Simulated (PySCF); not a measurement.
Technetium: a sound run and one with changed settings

Sound run: Tc²⁺ [Kr] 4d5, Tc³⁺ [Kr] 4d4. Calculation: PySCF 2.14, in aug-cc-pVDZ-PP with ECP28MDF; scalar relativity through the core potential. The sound run starts from symmetry-adapted Hartree-Fock orbitals and uses a fine grid where one is needed.

Changed run: radial step 0.3 in ln r (0.13 in the sound run). This setting is unsound on purpose.

```tsv
species	method	sound run (hartree)	changed run (hartree)	converged
Tc²⁺	UHF	-79.11992	-79.11992	yes
Tc²⁺	M06-2X	-79.50211	-79.52662	yes
Tc²⁺	TPSS	-79.58675	-79.58198	yes
Tc³⁺	UHF	-78.05925	-78.05925	yes
Tc³⁺	M06-2X	-78.40883	-78.43044	yes
Tc³⁺	TPSS	-78.49767	-78.49247	yes
```

Ionisation energy of Tc²⁺:

```tsv
method	sound run (eV)	changed run (eV)
UHF	28.862	28.862
M06-2X	29.750	29.829
TPSS	29.635	29.647
```

A coarse radial grid mis-integrates the density and the exchange-correlation energy, with errors of either sign; Hartree-Fock needs no grid.

For comparison, NIST gives 29.55 eV between the lowest levels.
